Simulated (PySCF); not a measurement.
C4H3F5O.
Z-matrix (Å and degrees, GFN2-xTB geometry), rows numbered from 1:
```
F 
C   1  1.3427
O   2  1.4104  1  106.05
C   3  1.3261  2  118.43  1  -179.98
F   4  1.3357  3  114.25  2    -0.04
C   4  1.3308  3  122.89  2   179.96
C   6  1.4905  4  125.39  3   179.98
F   7  1.3455  6  111.38  4   121.16
F   7  1.3456  6  111.39  4  -121.01
F   7  1.3339  6  114.59  4     0.07
H   2  1.1008  1  108.16  3   119.69
H   2  1.1008  1  108.14  3  -119.68
H   6  1.0759  4  119.29  3     0.02
```

Method: PBE0/def2-SVPD in PySCF (dipole) on a GFN2-xTB geometry, gas phase.

Masses are those of the commonest isotopes; rigid-rotor values at the optimised geometry. The values belong to one conformer with, in the numbering `[F:1][CH2:2][O:3]/[C:4]([F:5])=[CH:6]/[C:7]([F:8])([F:9])[F:10]`, F1–C2–O3–C4 180°, C2–O3–C4–F5 0°.

Q: Give the principal moments of inertia and the rotational constants in GHz.

A: Ia = 140.23, Ib = 911.80, Ic = 961.20 u·Å²; 505379 MHz·u·Å²/I gives 3604, 554.3 and 525.8 MHz, that is A = 3.6041, B = 0.5543, C = 0.5258 GHz.

Q: What kind of rotor is it?

A: A near-prolate asymmetric top; Ray's κ = -0.981.

Q: What does the inertial defect say?

A: Not planar: Δ = Ic − Ia − Ib = -90.82 u·Å². For a rigid frame Δ = −2 Σ m c², so Σ m c² = 45.41 u·Å² lies off the ab plane: 1.66 from hydrogen and 43.75 from heavier atoms. The atom farthest from that plane is 1.07 Å away.

Q: Give the coordinates in the principal-axis frame, origin at the centre of mass.

A: The sense of each axis is arbitrary; atoms in the order of the calculation.
| atom | mass (u) | a (Å) | b (Å) | c (Å) |
| --- | --- | --- | --- | --- |
| F1 | 18.998 | -4.011 | 0.504 | 0.000 |
| C2 | 12.000 | -2.936 | -0.300 | 0.000 |
| O3 | 15.995 | -1.812 | 0.551 | 0.000 |
| C4 | 12.000 | -0.605 | 0.003 | 0.000 |
| F5 | 18.998 | -0.609 | -1.333 | 0.000 |
| C6 | 12.000 | 0.515 | 0.721 | 0.000 |
| C7 | 12.000 | 1.898 | 0.165 | 0.000 |
| F8 | 18.998 | 2.595 | 0.583 | -1.072 |
| F9 | 18.998 | 2.594 | 0.581 | 1.074 |
| F10 | 18.998 | 1.960 | -1.168 | -0.001 |
| H11 | 1.008 | -2.972 | -0.921 | 0.908 |
| H12 | 1.008 | -2.972 | -0.920 | -0.909 |
| H13 | 1.008 | 0.452 | 1.795 | 0.000 |

Q: Where do the levels up to J = 4 lie, in cm⁻¹?

A: Above 0(0,0):
J = 1: 1(0,1) 0.0360, 1(1,1) 0.1378, 1(1,0) 0.1387
J = 2: 2(0,2) 0.1081, 2(1,2) 0.2089, 2(1,1) 0.2117, 2(2,1) 0.5169, 2(2,0) 0.5169
J = 3: 3(0,3) 0.2161, 3(1,3) 0.3155, 3(1,2) 0.3212, 3(2,2) 0.6250, 3(2,1) 0.6250, 3(3,1) 1.1360, 3(3,0) 1.1360
J = 4: 4(0,4) 0.3602, 4(1,4) 0.4577, 4(1,3) 0.4672, 4(2,3) 0.7691, 4(2,2) 0.7692, 4(3,2) 1.2801, 4(3,1) 1.2801, 4(4,1) 1.9955, 4(4,0) 1.9955
Those of J = 1 are B + C, A + C and A + B.

Q: Predict some low-J microwave lines.

A: The dipole components are |μa| = 2.57 D, |μb| = 0.67 D, |μc| = 0.00 D; the mirror of this Cs structure is the ab plane, so μc vanishes by symmetry and there are no c-type lines. Intensities carry the squares of the components, which stand as 1.00 : 0.07 (a : b). Some lines, for components of 0.1 D or more:

| type | branch | J(Ka,Kc) | MHz | lower level (cm⁻¹) |
| --- | --- | --- | --- | --- |
| b | R | 4(0,4) ← 3(1,3) | 1339 | 0.316 |
| a | R | 2(1,1) ← 1(1,0) | 2189 | 0.139 |
| b | Q | 2(1,1) ← 2(0,2) | 3107 | 0.108 |
| b | Q | 3(1,2) ← 3(0,3) | 3150 | 0.216 |
| b | Q | 4(1,3) ← 4(0,4) | 3209 | 0.360 |
| a | R | 3(2,1) ← 2(2,0) | 3241 | 0.517 |
| a | R | 3(1,2) ← 2(1,1) | 3283 | 0.212 |
| a | R | 4(0,4) ← 3(0,3) | 4318 | 0.216 |
| a | R | 4(2,3) ← 3(2,2) | 4320 | 0.625 |
| a | R | 4(2,2) ← 3(2,1) | 4322 | 0.625 |
| a | R | 4(1,3) ← 3(1,2) | 4377 | 0.321 |
| b | R | 2(1,2) ← 1(0,1) | 5181 | 0.036 |
| b | R | 3(1,3) ← 2(0,2) | 6219 | 0.108 |
| b | Q | 4(2,2) ← 4(1,3) | 9053 | 0.467 |
| b | Q | 2(2,0) ← 2(1,1) | 9150 | 0.212 |
| b | Q | 3(2,2) ← 3(1,3) | 9278 | 0.316 |
| b | Q | 4(2,3) ← 4(1,4) | 9335 | 0.458 |
| b | R | 2(2,1) ← 1(1,0) | 11338 | 0.139 |
| b | R | 3(2,2) ← 2(1,1) | 12389 | 0.212 |
| b | R | 3(2,1) ← 2(1,2) | 12476 | 0.209 |
| b | R | 4(2,3) ← 3(1,2) | 13427 | 0.321 |
| b | R | 4(2,2) ← 3(1,3) | 13601 | 0.316 |
| b | Q | 4(3,1) ← 4(2,2) | 15318 | 0.769 |
| b | Q | 3(3,0) ← 3(2,1) | 15319 | 0.625 |
| b | R | 4(3,2) ← 3(2,1) | 19640 | 0.625 |
| b | R | 4(4,0) ← 3(3,1) | 25768 | 1.136 |

Q: Estimate the classical rotational partition function at 10 K, 50 K and 100 K.

A: Point group Cs, symmetry number σ = 1; q = (√π/σ)·√((kT/h)³/(ABC)), k/h = 20836.6 MHz/K: 5200 at 10 K, 58200 at 50 K, 164000 at 100 K.

GFN2-xTB frequencies: not computed here. These are rigid-rotor constants of the computed structure; measured ground-state constants (B0) also hold zero-point vibration.
